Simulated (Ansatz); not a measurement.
Basis sets compared for Ta2O7H4 (relaxed from a model of H4Ta2O7, whose bonding it doesn't keep). The state is a singlet with charge 0. Geometry PBE-D4/def2-SVP. Ansatz on 4 threads of Arm Neoverse V1 on a shared host; times are rough, and most runs start from earlier orbitals.

| atom | x (Å) | y (Å) | z (Å) |
| --- | --- | --- | --- |
| O1 | -1.3729 | -2.1408 | -1.2278 |
| Ta2 | 0.2515 | -1.5157 | -1.1366 |
| O3 | 1.4027 | -2.9246 | -0.5186 |
| O4 | 0.7772 | -0.9495 | -2.8952 |
| O5 | 0.2402 | -0.0358 | 0.1110 |
| Ta6 | -0.3241 | 1.5282 | 1.1018 |
| O7 | -1.2220 | 2.5473 | 0.0099 |
| O8 | -1.4727 | 1.0558 | 2.5667 |
| O9 | 1.1933 | 2.5210 | 1.7385 |
| H10 | 1.1891 | -3.8404 | -0.2708 |
| H11 | 0.2663 | -0.9295 | -3.7224 |
| H12 | -2.4114 | 1.2600 | 2.7181 |
| H13 | 1.4830 | 3.4242 | 1.5253 |

In the def2 sets Ta takes a core potential; there is no spin–orbit coupling. LC-ωPBE has ω = 0.4 bohr⁻¹.

Binding counts from free atoms (O triplet, Ta quartet, H doublet) in the same basis, without a counterpoise term.

```json
{"level": "PBE-D4/def2-SVP", "functions": "182", "energy (Eh)": "-642.6597", "HOMO (eV)": "-7.31", "LUMO (eV)": "-1.65", "binding per atom (eV)": "5.35", "wall time": "2.8 s"}
{"level": "PBE-D4/def2-TZVP", "functions": "321", "energy (Eh)": "-643.3266", "HOMO (eV)": "-7.41", "LUMO (eV)": "-1.76", "binding per atom (eV)": "5.33", "wall time": "4.7 s"}
{"level": "PBE0-D4/def2-SVP", "functions": "182", "energy (Eh)": "-642.5198", "HOMO (eV)": "-8.94", "LUMO (eV)": "-0.90", "binding per atom (eV)": "5.04", "wall time": "4.2 s"}
{"level": "PBE0-D4/def2-TZVP (with forces)", "functions": "321", "energy (Eh)": "-643.1912", "HOMO (eV)": "-8.98", "LUMO (eV)": "-0.96", "binding per atom (eV)": "5.05", "wall time": "14 s"}
{"level": "LC-ωPBE/def2-TZVP", "functions": "321", "energy (Eh)": "-643.4826", "HOMO (eV)": "-11.79", "LUMO (eV)": "1.30", "binding per atom (eV)": "5.11", "wall time": "7 s"}
```

Estimate the rows for PBE-D4/def2-TZVPD, PBE0-D4/def2-TZVPD, LC-ωPBE/def2-TZVPD.


| level | functions | energy (Eh) | HOMO (eV) | LUMO (eV) | binding per atom (eV) | wall time |
| --- | --- | --- | --- | --- | --- | --- |
| PBE-D4/def2-TZVPD | 402 | -643.3345 | -7.49 | -1.88 | 5.33 | 9.5 s |
| PBE0-D4/def2-TZVPD | 402 | -643.1983 | -9.03 | -1.06 | 5.05 | 15 s |
| LC-ωPBE/def2-TZVPD | 402 | -643.4902 | -11.83 | 0.75 | 5.12 | 12 s |
